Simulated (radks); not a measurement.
Charge is removed step by step from the 1s down level of S, starting from 1s(up 1, down 1) 2s2 2p6 3s2 3p4. Calculated with a radial shooting solver on a logarithmic mesh with Libxc functionals: non-relativistic Kohn-Sham, r2SCAN, spin-polarised, spherical densities, point nucleus; open shells are filled with parallel spins first; meta-GGA in the generalised Kohn-Sham scheme.

removed (e)  E - E(0) (eV)  eigenvalue (eV)  E minus straight line (eV)
0                    0.000          -2410.5                       0.000
0.25                607.06          -2445.6                     -10.960
0.5                 1222.6          -2477.6                     -13.480
0.75                1845.3          -2502.4                      -8.757
1                   2472.1          -2505.7                       0.000

Removing the whole electron costs 2472.1 eV by Delta-SCF, against 2410.5 eV from minus the eigenvalue at the starting occupation. Slater's transition state (half an electron removed) gives 2477.6 eV. Integrating minus the eigenvalue over the occupation (Janak's theorem) gives 2472.0 eV. The mean slope of the eigenvalue, de/dn, is 95.3 eV per electron.
